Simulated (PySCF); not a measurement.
An unknown is described by computed data only.

Formula: C5H8NO2; charge +1.

* Rotational structure: rotational constants A, B, C: 5.379, 1.339, 1.197 GHz [GFN2-xTB]
* 13C NMR: chemical shifts (computed TMS as zero) by class: 157.9 (1 C), 154.3 (1 C), 128.1 (1 C), 87.9 (1 C), 62.5 (1 C) ppm [GIAO PBE0/pcSseg-1]
* UV, first state: lowest singlet excitation: 5.50 eV (225 nm, f = 0.000) [TDDFT PBE0/def2-SVPD]
* NMR, other nuclei: isotropic shieldings of nuclei other than C and H, by class: 27 (1 N), 7 (1 O), 298 (1 O) ppm [GIAO PBE0/pcSseg-1]
* Polarisability: 65.1 au [PBE0/def2-SVPD]
* UV, strongest line: among the 6 lowest singlet transitions: S6 at 8.05 eV (154 nm, f = 0.140) [TDDFT PBE0/def2-SVPD]
* Triplet: lowest triplet excitation (Tamm–Dancoff): 4.23 eV [TDA PBE0/def2-SVPD]
* 1H NMR: chemical shifts (computed TMS as zero) by class: 9.07 (1 H), 8.64 (1 H), 7.83 (1 H), 6.05 (2 H), 4.04 (3 H) ppm [GIAO PBE0/pcSseg-1]

Electronic properties: PySCF, gas phase, density fitting. Levels stand in brackets. Geometry: GFN2-xTB, one conformer, isolated ion. NMR classes are plain means over equivalent atoms (diastereotopic ones count apart unless rotation or inversion swaps them), as if these changed places fast.

Question: Give a SMILES that accounts for the data.

Answer: Numbering: `[CH3:1][O:2][CH2:3][n+:4]1[cH:5][cH:6][o:7][cH:8]1`. 5 carbons fall into 5 classes; from least to most shielded: aromatic CH next to a ring nitrogen [C8] (157.9 ppm), aromatic CH next to a ring oxygen [C6] (154.3 ppm), aromatic CH next to a ring nitrogen [C5] (128.1 ppm), chain sp3 carbon bound to oxygen [C3] (87.9 ppm), methoxy carbon [C1] (62.5 ppm). Hydrogen classes from least to most shielded: 1 H on an aromatic CH next to a ring nitrogen, C8 (9.07 ppm), 1 H on an aromatic CH next to a ring oxygen, C6 (8.64 ppm), 1 H on an aromatic CH next to a ring nitrogen, C5 (7.83 ppm), 2 H on an sp3 carbon bound to oxygen, C3 (6.05 ppm, a mean of values up to 0.9 ppm apart in this geometry), 3 H on a methoxy carbon, C1 (4.04 ppm, a mean of values up to 1.0 ppm apart in this geometry). The other shieldings belong to: 27 ppm, three-coordinate ring nitrogen [N4]; 7 ppm, ring oxygen [O7]; 298 ppm, ether oxygen [O2]. S1 is mainly HOMO→LUMO (weight 0.99); the largest Löwdin shares of the orbital it empties are 0.57 on the ether oxygen, 0.15 on the methoxy carbon, 0.08 on a methyl hydrogen and 0.06 on a methyl hydrogen, of the orbital it fills 0.35 on an aromatic CH next to a ring nitrogen, 0.21 on the ring oxygen, 0.21 on the three-coordinate ring nitrogen and 0.08 on the aromatic CH next to a ring oxygen. The optimised geometry has point group C1 and is an asymmetric top. Structure: `COC[n+]1ccoc1`. The assignments are read from this structure; whether some other isomer fits the data as well wasn't checked.

Shape of the structure used: `[CH3:1][O:2][CH2:3][n+:4]1[cH:5][cH:6][o:7][cH:8]1`: C1–O2–C3–N4 -88°, O2–C3–N4–C5 162°.
